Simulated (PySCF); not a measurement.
## Potential energy of RhO along the bond

Set-up: PySCF, spin-free X2C with a Gaussian nucleus, basis sets Rh x2c-TZVPPall, O x2c-TZVPPall. Energies in eV from Rh (4d8 5s1) + O in their ground configurations at the same level. State: ⁴Σ⁻ (quartet), unpaired electrons σ ↑, π ↑↑.

All columns are PBE0. A positive dipole means Rh(−)O(+).

| R (Å) | E (eV) | μ (D) | Mulliken charge on Rh (basis-dependent) | HOMO (eV) | LUMO (eV) | Mayer bond order | ⟨S²⟩ |
| --- | --- | --- | --- | --- | --- | --- | --- |
| 1.455 | -2.348 | -1.87 | 0.45 | -5.96 | -2.89 | 2.25 | 3.75 |
| 1.523 | -3.311 | -2.49 | 0.44 | -6.07 | -2.95 | 2.19 | 3.76 |
| 1.591 | -3.828 | -3.08 | 0.42 | -6.18 | -3.00 | 2.15 | 3.76 |
| 1.641 | -4.006 | -3.47 | 0.41 | -6.27 | -3.02 | 2.11 | 3.76 |
| 1.692 | -4.053 | -3.81 | 0.40 | -6.36 | -3.04 | 2.08 | 3.76 |
| 1.743 | -4.003 | -4.11 | 0.39 | -6.46 | -3.06 | 2.04 | 3.76 |
| 1.810 | -3.829 | -4.41 | 0.39 | -6.59 | -3.08 | 1.99 | 3.76 |
| 1.895 | -3.500 | -4.65 | 0.38 | -6.57 | -3.09 | 1.92 | 3.77 |
| 1.997 | -3.022 | -4.77 | 0.37 | -6.46 | -3.08 | 1.81 | 3.77 |
| 2.132 | -2.360 | -4.69 | 0.35 | -6.29 | -3.04 | 1.64 | 3.78 |

A fit through these points gives, at Re = 1.689 Å, μ = -3.79 D and dμ/dR = -6.37 D/Å; the reduced mass is 13.84 u.

Q: How strong is the fundamental in the double-harmonic approximation, I = 42.26·(dμ/dR)²/μred km/mol?

A: I = 42.26·(-6.37)²/13.84 = 124 km/mol at PBE0.

The metal atom is held in its measured ground configuration; semilocal functionals can put another filling of s and d lower by some tenths of an eV, and De to that atom would be smaller. Spin–orbit coupling is left out, which matters for elements this heavy, above all for dissociation energies. With d or f electrons several states lie close, and the lowest PBE0 determinant need not be the measured ground state.
